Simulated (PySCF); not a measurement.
```xyz
3
charge -1 multiplicity 1, angstrom
K     0.0000    0.0000    0.0000
Br    0.0000    0.0000    3.0322
Br    0.0000    0.0000   -3.0322
```

Method: PySCF, PBE0, basis K def2-SVPD, Br def2-SVPD (no relativity, density fitting).

This geometry of [KBr2]- is a stationary point at this level.

(1) What is the point group?

(2) Is it a minimum?

(3) What are the dipole moment and the gap between the highest occupied and lowest empty levels?

(4) Give the atomic charges and bond orders.

(5) Give the ideal-gas entropy at 298.15 K and 1 bar by parts.

## Answers

(1) D∞h.

(2) Yes: all harmonic wavenumbers are real, though the softest, 32 cm⁻¹, leaves little margin.

(3) 0.00 D about the centre of mass and 5.14 eV.

(4) 
| atom | Mulliken | Löwdin | polar tensor | Mayer order to K1 |
| --- | --- | --- | --- | --- |
| K1 | 0.96 | 0.56 | 0.83 | – |
| Br2,3 | -0.98 | -0.78 | -0.91 | 0.03 |

(5) translation 174.7, rotation 83.9, vibration 71.3, spin 0.0; total 330.0 J/(mol K).

Only a few start shapes were tried, so a lower isomer may exist. The lowest empty level of this anion is unbound, so it and the gap depend on the basis.
